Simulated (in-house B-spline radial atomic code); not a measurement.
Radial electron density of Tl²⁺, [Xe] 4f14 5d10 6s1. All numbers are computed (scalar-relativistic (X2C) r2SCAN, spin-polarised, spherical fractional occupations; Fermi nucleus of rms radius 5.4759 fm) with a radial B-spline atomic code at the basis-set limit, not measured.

One-electron X2C: radii and densities carry no picture-change correction, so inner-shell <1/r> comes out high (for 1s by about 2 % at Z = 33, 5 % at 54, 10 % at 75, 30 % at 118) and <r> low.

Columns: r (bohr), 4πr²n(r) (electrons per bohr), bar.

```
0.000247    3.125 #
0.000308    4.221 #
0.000384    5.672 ##
0.000479    7.591 ##
0.000597     10.1 ###
0.000744    13.37 ####
0.000928    17.62 #####
 0.00116    23.11 #######
 0.00144    29.81 #########
  0.0018    38.35 ###########
 0.00224    48.43 ##############
  0.0028    60.42 #################
 0.00349     73.6 #####################
 0.00435    87.34 #########################
 0.00543    100.5 #############################
 0.00676      111 ################################
 0.00844    117.1 ##################################
  0.0105    117.4 ##################################
  0.0131      112 ################################
  0.0164    103.8 ##############################
  0.0204    99.18 ############################
  0.0254    104.1 ##############################
  0.0317    120.9 ###################################
  0.0395    142.2 #########################################
  0.0493    153.1 ############################################
  0.0615    143.8 #########################################
  0.0767    124.4 ####################################
  0.0956    119.5 ##################################
   0.119    135.2 #######################################
   0.149    141.5 #########################################
   0.185      115 #################################
   0.231    83.04 ########################
   0.288    83.61 ########################
   0.359    95.09 ###########################
   0.448    79.39 #######################
   0.559    48.01 ##############
   0.697    29.58 ########
   0.869    24.17 #######
    1.08    19.38 ######
    1.35    12.36 ####
    1.68    6.532 ##
     2.1    2.916 #
    2.62    1.093 
    3.27   0.3088 
    4.07  0.05931 
    5.08 0.006505 
    6.33 0.0003695 
     7.9 8.852e-06
```

On this grid the curve has 4 maxima, near 0.0105, 0.0493, 0.149, 0.359 bohr.

The 6s up radial function P(r) = rR(r), positive near the nucleus:

```tsv
r (bohr)	P
0.000247	0.01825
0.000384	0.02456
0.000597	0.03271
0.000928	0.04306
0.00144	0.05567
0.00224	0.07014
0.00349	0.08446
0.00543	0.0937
0.00844	0.08882
0.0131	0.05693
0.0204	-0.01165
0.0317	-0.09762
0.0493	-0.1248
0.0956	0.1001
0.149	0.1635
0.231	-0.1258
0.359	-0.2113
0.559	0.27
0.869	0.275
1.35	-0.4455
2.1	-0.777
3.27	-0.4159
5.08	-0.07338
7.9	-0.002907
```
